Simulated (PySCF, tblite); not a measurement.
Isomers of C5H9OSi (doublet state). Calculated harmonic vibrations of the isolated species, GFN2-xTB (tblite), most abundant isotopes, no scaling. This tight-binding method is rough: wavenumbers can miss measured ones by several per cent, in bad cases by 10 to 20. Modes of hydrogen on silicon can be 10 to 20 % off. One conformer each. Open shells enter through the occupations alone, without spin polarisation, and single modes of such species can be off by tens of per cent.

Electronic energies: B3LYP/pcH-1 single points on the GFN2-xTB geometries (PySCF, gas phase).

```
                   SMILES  electronic energy, lowest = 0 (kJ/mol)
[SiH3]O/C=C\[C@@H]1[CH]C1                                   134.4
        OC[C]1C=CC[SiH2]1                                     3.7
        [SiH3]O[C]1CC=CC1                                     0.0
```

How do GFN2-xTB zero-point energies change the relative energies?

```csv
SMILES,ZPE (kJ/mol),of it from modes above 1550 cm⁻¹,electronic (kJ/mol),"with ZPE, lowest = 0 (kJ/mol)",lowest mode (cm⁻¹),rings
[SiH3]O[C]1CC=CC1,311.5,156.3,0.0,0.0,38,1
OC[C]1C=CC[SiH2]1,315.8,153.4,3.7,8.0,47,1
[SiH3]O/C=C\[C@@H]1[CH]C1,307.7,160.5,134.4,130.6,21,1
```

The zero-point energies span 8.1 kJ/mol, from `[SiH3]O/C=C\[C@@H]1[CH]C1` to `OC[C]1C=CC[SiH2]1`. The order is unchanged.

And how do the electronic energies of GFN2-xTB itself compare?

`[SiH3]O[C]1CC=CC1` 0.0; `OC[C]1C=CC[SiH2]1` 163.3; `[SiH3]O/C=C\[C@@H]1[CH]C1` 162.3 kJ/mol, lowest = 0. Against the energies above, taken from the same isomer `[SiH3]O[C]1CC=CC1`, the largest difference is 159.6 kJ/mol.
